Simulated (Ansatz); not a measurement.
Program: Ansatz 0.2.0.

Basis-set series for CH$_{3}$AlFI (`F[CH2][AlH][I]`). Charge 0, multiplicity 1. I: def2 effective core potential. The structure was optimised at the PBE0-D4/def2-TZVP level. It is one conformer, not always the lowest.

```json
{"functional": "PBE0-D4", "basis": "def2-TZVPP", "functions": "196", "energy (Eh)": "-679.75544", "HOMO (eV)": "-7.64", "LUMO (eV)": "-1.67"}
{"functional": "PBE0-D4", "basis": "def2-QZVPP", "functions": "356", "energy (Eh)": "-679.77158", "HOMO (eV)": "-7.66", "LUMO (eV)": "-1.69"}
{"functional": "ωB97M-V", "basis": "def2-TZVPP", "functions": "196", "energy (Eh)": "-679.91596", "HOMO (eV)": "-9.77", "LUMO (eV)": "-0.04"}
{"functional": "ωB97M-V", "basis": "def2-QZVPP", "functions": "356", "energy (Eh)": "-679.93159", "HOMO (eV)": "-9.79", "LUMO (eV)": "-0.15"}
```

(1) Give the rows for def2-SVP. (Best estimate.)

Results:

(1) The calculation gave: 
| functional | basis | functions | energy (Eh) | HOMO (eV) | LUMO (eV) |
| --- | --- | --- | --- | --- | --- |
| PBE0-D4 | def2-SVP | 87 | -679.49075 | -7.58 | -1.68 |
| ωB97M-V | def2-SVP | 87 | -679.64591 | -9.68 | 0.00 |
